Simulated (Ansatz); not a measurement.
Reaction (substitution at a C–S bond): `[SiH3]C#CS` + `[NH2][AlH2]` → `[AlH2][NH]C#C[SiH3]` + H₂S

Gas-phase electronic energies from Ansatz, PBE0-D4/def2-TZVP geometries. CCSD(T)/CBS is the MP2 limit (def2-TZVPP, def2-QZVPP) plus CCSD(T) − MP2 in def2-TZVPP, frozen cores. This one scheme is used for every species. Functionals use def2-TZVPP. One conformer a species, not always the lowest.

```tsv
level	ΔE (eV)
CAM-B3LYP	-0.03
LC-ωPBE	-0.03
RPA@PBE/def2-TZVPP	0.01
HF/CBS(def2)	-0.11
```

What does CCSD(T)/CBS give? (Estimate.)

Computed: +0.04 eV. The listed levels differ from it by -0.07, -0.07, -0.03, -0.15 eV.

Largest T1 diagnostic among the species: 0.014.

At CCSD(T), def2-SVP lies −0.17 eV from the extrapolated value and def2-TZVPP −0.03 eV. From BLYP to BHLYP (50 % exact exchange), in def2-TZVPP and without D4, ΔE moves by −0.08 eV.
